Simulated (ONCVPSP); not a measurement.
What the settings do to the ONCV potential of neodymium

Base potential:

ONCVPSP 4.0.1 input, shortened (lines: element, Z, core and valence counts, functional; n l f; lmax; l rc ep ncon nbas qcut; lloc lpopt rc5 dvloc0; l nproj debl; icmod fcfact rcfact), PBE, scalar-relativistic:

```
  Nd 60.00   10    4        4      upf
    1    0    2.00
    2    0    2.00
    2    1    6.00
    3    0    2.00
    3    1    6.00
    3    2   10.00
    4    0    2.00
    4    1    6.00
    4    2   10.00
    4    3    3.00
    5    0    2.00
    5    1    6.00
    5    2    1.00
    6    0    2.00
    2
    0    2.25    0.00    4    7    6.80
    1    2.35    0.00    4    8    5.20
    2    3.95    0.00    5   10    4.40
    4    5    1.80    0.00
    0    2    3.30
    1    1    2.60
    2    3    0.60
    0    0.00    0.00
```

All-electron outer shells of the reference configuration (PBE, scalar-relativistic, ld1.x):

| shell | level (eV) | outermost node (bohr) | outermost maximum (bohr) |
| --- | --- | --- | --- |
| 5s | -43.70 | 0.72 | 1.31 |
| 5p | -24.67 | 0.77 | 1.48 |
| 4f | -6.90 | – | 0.65 |
| 6s | -3.87 | 1.74 | 3.60 |
| 5d | -2.92 | 0.87 | 2.08 |

Cutoffs, loose and tight: the cutoffs (Ha) at which the residual kinetic energy of the hardest occupied pseudo-wave falls to 1 and 0.1 mHa per electron. They do not see the model core or the augmentation charge, which bear on the density cutoff. Test errors are all-electron minus pseudo excitation energies from the reference, over the configurations 5s2 5p6 5d1 6s1; 5s2 5p6 5d1 6s0; 5s2 5p6 5d0 6s0; 5s2 5p6 5d1.5 6s1.5. A dash means not determined; rows that change the core or the reference have their own tests.

```csv
change,outcome,"cutoff, loose","cutoff, tight",bound ghosts,GHOST(+) flags above zero,largest test error (meV)
base,generated,13 Ha,16 Ha,none,s,-4.6
"d: ncon 4, nbas 9",generated,13 Ha,16 Ha,none,s,+10
p: qcut 6.2,generated,13 Ha,16 Ha,none,s,-6.2
"local potential polynomial inside 1.55 bohr (lpopt 5, dvloc0 6 Ha)",generated,13 Ha,16 Ha,none,s,-5.3
"core correction Teter function fitted to the true core (icmod 2), fcfact 0.45",generated,13 Ha,16 Ha,none,s,-5.1
```

(1) What comes out with this change to the base: s: qcut 6.7; p: qcut 5.1; d: qcut 4.3?

(2) What comes out with this change to the base: p: nproj 2?

Answers

(1) outcome: generated; cutoff, loose: 13 Ha; cutoff, tight: 16 Ha; bound ghosts: none; GHOST(+) flags above zero: s; largest test error (meV): +2.1.

(2) outcome: generated; cutoff, loose: 13 Ha; cutoff, tight: 16 Ha; bound ghosts: none; GHOST(+) flags above zero: s; largest test error (meV): -8.6.
